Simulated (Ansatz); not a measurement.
`[CH3][InH][CH3]` + `[O]=[W](=[O])([OH])[F]` → `C[O][W](=[O])(=[O])[F]` + `[CH3][InH2]`  (substitution at a C–In bond)

Program: Ansatz. Geometries: PBE0-D4/def2-TZVP. ΔE: electronic, gas phase. CCSD(T)/CBS adds triple-zeta CCSD(T) − MP2 to the extrapolated MP2 energy (def2 sets, frozen cores). DFT in def2-TZVPP. B3LYP here is the variant with VWN-RPA as its local correlation; programs differ in this. def2 core potentials past Kr. For In, W outer-core shells are correlated without core-valence functions, which leaves a few kJ/mol of doubt a bond. One conformer a species, not always the lowest.

`[CH3][InH][CH3]`:

```xyz
10

C     1.804   -0.284   -0.436
In   -0.103   -0.651    0.507
C    -1.737    0.704    0.111
H     1.694   -0.328   -1.523
H     2.158    0.718   -0.184
H     2.557   -1.011   -0.131
H    -0.320   -2.011    1.563
H    -2.647    0.412    0.636
H    -1.943    0.734   -0.961
H    -1.462    1.716    0.419
```

`[O]=[W](=[O])([OH])[F]`:

Z-matrix (Å, degrees):
```
W
O 1 1.698
O 1 1.872 2 109.6
O 1 1.699 2 107.8 3 -117.8
F 1 1.857 2 109.6 3 122.9
H 3 0.960 1 126.3 2 9.1
```

`C[O][W](=[O])(=[O])[F]`:

Cartesian coordinates in Å:
```
C 0.485 -0.819 1.281
O -0.118 0.230 0.557
W -0.485 0.810 -1.156
O -2.088 0.395 -1.556
O 0.535 -0.011 -2.241
F -0.242 2.650 -1.309
H 0.908 -0.404 2.197
H -0.272 -1.564 1.537
H 1.277 -1.286 0.690
```

`[CH3][InH2]`:

```xyz
7

C     0.114   -1.000   -0.080
In   -0.112    1.136    0.078
H     1.164   -1.294   -0.055
H    -0.397   -1.477    0.761
H    -0.345   -1.369   -0.998
H     1.179    2.121    0.676
H    -1.604    1.883   -0.382
```

CCSD(T)/CBS gives +16.8 kcal/mol.

Another level gave +15.2 kcal/mol. Which?
A. B97M-V/def2-TZVPP
B. MP2/def2-TZVPP
C. B3LYP/def2-TZVPP
D. CCSD/def2-TZVPP

D. CCSD/def2-TZVPP 15.2, B3LYP 13.7, MP2/def2-TZVPP 17.6, B97M-V 12.6 kcal/mol.

Largest T1 diagnostic among the species: 0.023, so the coupled-cluster value is less sure than usual.

At CCSD(T), def2-SVP lies −7.3 kcal/mol from the extrapolated value and def2-TZVPP −1.3 kcal/mol. In def2-TZVPP, CCSD(T) changes the Hartree–Fock value by +4.7 kcal/mol (the triples alone add +0.3 kcal/mol) and MP2 by +6.8 kcal/mol.
